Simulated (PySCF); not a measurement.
**Spin states of SrLi**

Unrestricted PBE0; PySCF, spin-free X2C with a Gaussian nucleus, basis sets Sr x2c-TZVPall, Li x2c-TZVPall. Outer shells of the fragments: Sr 5s2; Li 2s1.

Followed along the bond (rough minima from three points):

```json
{"2Ms+1": "2", "unpaired": "σ ↑", "⟨S²⟩ at the start": "0.77", "R at minimum (Å)": "3.61", "Te (eV)": "0.00"}
{"2Ms+1": "2", "unpaired": "δ ↑", "⟨S²⟩ at the start": "0.81", "R at minimum (Å)": "2.79", "Te (eV)": "0.54"}
{"2Ms+1": "2", "unpaired": "π ↑", "⟨S²⟩ at the start": "0.89", "R at minimum (Å)": "3.09", "Te (eV)": "0.71"}
{"2Ms+1": "4", "unpaired": "σ ↑↑, π ↑", "⟨S²⟩ at the start": "3.75", "R at minimum (Å)": "3.38", "Te (eV)": "1.47"}
```

Solutions found at the starting distance of 2.995 Å, counted from the lowest of them; the search is not exhaustive and high or unbound solutions are not listed, so other states can lie among these:

```
2Ms+1   unpaired   term  E (eV)  ⟨S²⟩  ⟨Lz²⟩  μ (D)
    2        σ ↑    ²Σ⁺    0.00  0.77   0.00   0.01
    2        π ↑     ²Π    0.48  0.89   1.02  -1.01
    4  σ ↑↑, π ↑     ⁴Π    1.33  3.75   1.01  -0.46
    2        δ ↑     ²Δ    1.35  0.81   4.00   0.33
    4  σ ↑, π ↑↑    ⁴Σ⁻    1.83  3.75   0.00  -4.75
    2  σ ↑↑, π ↓  mixed    1.90  1.75   1.02  -0.19
```

A term symbol is given only where ⟨S²⟩ and ⟨Lz²⟩ are close to those of a pure state; real π, δ and φ orbitals otherwise mix terms. A positive dipole means Sr(−)Li(+).

Compare the gap between the two lowest followed solutions at the starting distance with the gap between their minima.

At PBE0 the second solution (doublet, unpaired electrons δ ↑) lies +1.35 eV from the first (doublet, unpaired electrons σ ↑) at 2.995 Å and +0.54 eV at the minima; the two curves relax by different amounts, since their minima lie near 2.79 and 3.61 Å.

Spin–orbit coupling is left out. Counting both spins, an empty level lies below a filled one in some of these solutions, because spin and occupation are held.
